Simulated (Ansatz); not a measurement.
`C=NBF` + H₂Se → `C=NB[SeH]` + H–F at 400 K and 1 bar (ligand exchange at a B–F bond).

Isolated molecules relaxed with PBE0-D4/def2-TZVP in Ansatz; ΔE leaves out vibrations. CCSD(T)/CBS adds triple-zeta CCSD(T) − MP2 to the extrapolated MP2 energy (def2 sets, frozen cores). This one scheme is used for every species. For Se outer-core shells are correlated without core-valence functions, which leaves a few kJ/mol of doubt a bond. Scalar relativity is left out up to krypton. Each species was taken in one conformer, which may not be the lowest.

| species | CCSD(T)/CBS energy (Eh) | H − E (kJ/mol) | S (J/(mol·K)) |
| --- | --- | --- | --- |
| `C=NBF` | -219.19469 | 143.4 | 313.4 |
| H₂Se | -2401.89790 | 49.4 | 229.5 |
| `C=NB[SeH]` | -2520.67685 | 162.7 | 346.9 |
| H–F | -100.39570 | 36.5 | 182.2 |

H − E and S are ideal-gas, rigid-rotor, harmonic terms from PBE0-D4/def2-TZVP, for one conformer and one mirror image of each species. 1 Eh = 2625.50 kJ/mol, R = 8.31446 J/(mol·K).

By hand: ΔE, ΔH, ΔS and ΔG.

ΔE = (-2520.67685) + (-100.39570) − (-219.19469) − (-2401.89790) = 0.02004 Eh = 52.6 kJ/mol. Δ(H − E) = 162.7 + 36.5 − 143.4 − 49.4 = 6.4, so ΔH = 59.0 kJ/mol. ΔS = 346.9 + 182.2 − 313.4 − 229.5 = -13.8 J/(mol·K). ΔG = 59.0 − 400 × (-13.8)/1000 = 64.5 kJ/mol.

By hand: the equilibrium constant, and the temperature at which ΔG would vanish if ΔH and ΔS stayed fixed.

log₁₀ K = −ΔG/(RT ln 10) = -8.4. ΔH and −TΔS have one sign here, so there is no such temperature.

The number of gas molecules stays the same, so ΔS is small and ΔH decides. A doubt of 5 kJ/mol in ΔE shifts log₁₀ K by 0.7 here. Other conformers and mirror images would add mixing entropy, several J/(mol·K) or more a flexible species. These are equilibria of isolated gas molecules and say nothing of rates. Largest T1 diagnostic: 0.014 (customary marks: 0.02 for closed shells, 0.045 for open ones).
